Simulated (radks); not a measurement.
The numbers below are computed, except where a source is named.
Numerical settings for the aluminium ion Al+, [Ne] 3s2. Code: a radial shooting solver on a logarithmic mesh with Libxc functionals. Model: scalar-relativistic Kohn-Sham, PBEsol, spin-unpolarised, spherical densities, point nucleus. The defaults (mesh step 0.008 in ln r, mesh end at 40 bohr or more with all orbitals vanishing there, Anderson mixing 0.5 over 9 steps, residual threshold near 1e-9 with the energy settled to 1e-9 hartree or 1e-11 of itself, here a cap of 69 iterations) give E = -241.9853 hartree and 3s at -14.774 eV in 14 iterations. Run on one thread of a shared host, so times are rough (Arm Neoverse V1): 0.06 s of CPU time, 0.06 s wall, 14 iterations on 2476 mesh points. Changes against that run (0 stands for a change within the tolerance of the run):

| setting | iterations | converged | E (mhartree) | e(3s) (meV) | CPU (s) |
|---|---|---|---|---|---|
| mesh step in ln r 0.005 | 14 | yes | 0 | 0 | 0.09 |
| mesh step in ln r 0.05 | 14 | yes | +0.000124 | -0.00799 | 0.02 |
| mesh step in ln r 0.12 | 4 | no | diverged | - | 0.01 |
| mesh end (bohr) 12 | 14 | yes | +0.000105 | +0.0118 | 0.06 |
| mesh end (bohr) 1 | 13 | level above zero | +4.81e+04 | +5.44e+05 | 0.04 |
| residual threshold 0.001 | 10 | yes | 0 | 0 | 0.05 |
| residual threshold 1e-13 | 20 | yes | 0 | 0 | 0.07 |
| mixing 2.5 | 14 | yes | 0 | 0 | 0.06 |
| linear mixing, mixing 0.5 | 31 | yes | 0 | 0 | 0.1 |
| linear mixing, mixing 0.8 | 21 | yes | 0 | 0 | 0.08 |
| mixing history 20 | 18 | yes | 0 | 0 | 0.07 |
| iteration cap 3 | 3 | no | +2.69 | -627 | 0.01 |

Settled on a wrong energy, with an occupied level pushed above zero by the early mesh end: mesh end (bohr) 1 (+48.1 hartree). Apart from these: no run marked as converged misses the energy by more than 1 mhartree. A mesh that ends early acts as a hard wall.
